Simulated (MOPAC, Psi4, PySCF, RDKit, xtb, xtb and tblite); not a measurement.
Two geometries of SMILES O=Cc1ccc([SiH3])s1, relaxed at GFN2-xTB with one dihedral held; other torsions can differ between them too.

Structure A

```
14

O     -3.2401     1.0086     1.4179
C     -2.9460     0.2291     0.5437
C     -1.6003    -0.0400     0.0950
C     -0.4244     0.5130     0.5521
C      0.7000     0.0168    -0.1145
C      0.4087    -0.9132    -1.0816
Si     1.5920    -1.8355    -2.2175
S     -1.2913    -1.1839    -1.1735
H     -3.7185    -0.3552     0.0056
H     -0.4031     1.2458     1.3387
H      1.7078     0.3261     0.1001
H      1.4094    -3.2706    -2.0025
H      2.9397    -1.4054    -1.8501
H      1.2738    -1.4782    -3.5998
```

Structure B

```
14

O      3.4417     1.0942     1.2476
C      2.9850     0.2895     0.4808
C      1.5661     0.0406     0.2300
C      0.9206    -1.1680     0.2500
C     -0.4239    -1.0715    -0.1431
C     -0.7990     0.1859    -0.5305
Si    -2.4622     0.7752    -1.1768
S      0.5211     1.2895    -0.3628
H      3.6440    -0.4302    -0.0517
H      1.3907    -2.0793     0.5758
H     -1.0985    -1.9091    -0.1595
H     -2.2656     1.3469    -2.5093
H     -3.3300    -0.4006    -1.2280
H     -2.9907     1.7856    -0.2606
```

Question: Which is lower in energy at the level Psi4 1.11 with PBE0-D3(BJ)/def2-SVP // GFN2-xTB, and by how much?

Answer: A is lower, by 7.06 kcal/mol (dihedral O1–C2–C3–S8: 180° in A, 60° in B).

E(B) − E(A) in kcal/mol at the other levels, on the same two geometries: GFN2-xTB (xtb and tblite) 5.97; MMFF94 // GFN2-xTB (RDKit) 8.45; PBE0/def2-SVP // GFN2-xTB (Psi4) 7.04; PBE/def2-SVP // GFN2-xTB (Psi4) 7.60; PBE-D3(BJ)/def2-SVP // GFN2-xTB (Psi4) 7.63; UFF // GFN2-xTB (RDKit) 7.34; AM1, restricted, heats of formation // GFN2-xTB (MOPAC) 2.32; PM7, restricted, heats of formation // GFN2-xTB (MOPAC) 0.59; GFN1-xTB // GFN2-xTB (xtb) 5.14; restricted B3LYP/6-31G*, spherical d, density fitting // GFN2-xTB (PySCF) 6.80; restricted M06-2X/6-31G*, spherical d, density fitting // GFN2-xTB (PySCF) 5.99; restricted Hartree-Fock/LANL2DZ, with its core potentials past Ne // GFN2-xTB (PySCF) 6.27; restricted Hartree-Fock/STO-3G // GFN2-xTB (PySCF) 3.50.

MMFF94 has few fitted parameters for silicon.
